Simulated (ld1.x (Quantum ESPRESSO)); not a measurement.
Configuration tests for O (PAW)

- Element: O (Z = 8)
- Generator: ld1.x (Quantum ESPRESSO) 7.5
- Type: PAW
- Functional: PBE
- Relativity: scalar-relativistic
- Frozen core: [He]
- Valence charge: 6
- Reference configuration: 2s2 2p4
- Partial waves: 2s (bound): rcut 0.80, rcutus 0.85 bohr; 2s channel at 1.6 Ry: rcut 0.80, rcutus 0.85 bohr; 2p (bound): rcut 1.35, rcutus 1.65 bohr; 2p channel at 2.15 Ry: rcut 1.35, rcutus 1.65 bohr; 3d channel at 0.4 Ry: rcut 1.10, rcutus 1.55 bohr; 3d channel at 0.8 Ry: rcut 1.10, rcutus 1.55 bohr
- Local potential: all-electron potential smoothed inside 0.95 bohr (lloc = -2)
- Core correction: Bessel-smoothed model core, default radius (core density twice the valence density)
- Augmentation charge: PSQ, radius 0.80 bohr

Energies are relative to the spin-unpolarised reference configuration 2s2 2p4; without spin polarisation the order of configurations can differ from experiment. The frozen-core shift is the all-electron ΔE with the core orbitals held at their reference shape minus the fully relaxed ΔE.

**Question.** Give the all-electron excitation energy and the error of the potential for: 2s2 2p3; 2s2 2p2; 2s2 2p1; 2s1 2p4; 2s1 2p5; 2s0 2p6; 2s2 2p3.5.

**Answer.**

| valence configuration | charge | ΔE all-electron (eV) | error AE − PS (meV) | frozen-core shift (meV) |
| --- | --- | --- | --- | --- |
| 2s2 2p3 | +1 | 16.431 | -0.8 | +0.1 |
| 2s2 2p2 | +2 | 50.017 | -13 | +1.2 |
| 2s2 2p1 | +3 | 103.886 | -36 | +6.3 |
| 2s1 2p4 | +1 | 31.659 | -1.0 | +0.6 |
| 2s1 2p5 | 0 | 14.950 | -0.9 | +0.4 |
| 2s0 2p6 | 0 | 29.937 | -2.5 | +1.6 |
| 2s2 2p3.5 | +0.5 | 6.286 | -0.1 | 0.0 |

Levels in the configuration 2s2 2p3.5:

```tsv
level	all-electron (eV)	pseudo (eV)
2s	-31.392	-31.392
2p	-16.278	-16.277
```
